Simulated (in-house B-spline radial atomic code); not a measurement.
A fraction x of an electron is removed from 2s in F⁴⁺, starting from [He] 2s2 2p1 and keeping the highest spin. Computed with an all-electron radial atomic-structure program (B-spline basis): non-relativistic BLYP, spin-polarised, spherical fractional occupations, point nucleus.

```
   x  E(x) - E(0) (eV)  2s down level (eV)
   0            0.0000            -114.530
0.05            5.7547            -115.659
0.18           20.9807            -118.585
0.31           36.5862            -121.497
0.46                 ?                   ?
 0.5           60.0729            -125.724
0.52           62.5918            -126.167
0.67           81.7649            -129.468
0.84          104.0868            -133.107
0.91                 ?                   ?
   1          125.6110                   -
```

What belongs in the row x = 0.46?

An energy change of 55.0616 eV; 2s down at -124.837 eV.

What belongs in the row x = 0.91?

An energy change of 113.4532 eV; 2s down at -134.476 eV.

Check Janak's theorem between x = 0.05 and 0.18.

The slope of the energy is 117.12 eV; the orbital levels give 117.12 eV (-ε of the emptying orbital, averaged over the two points).
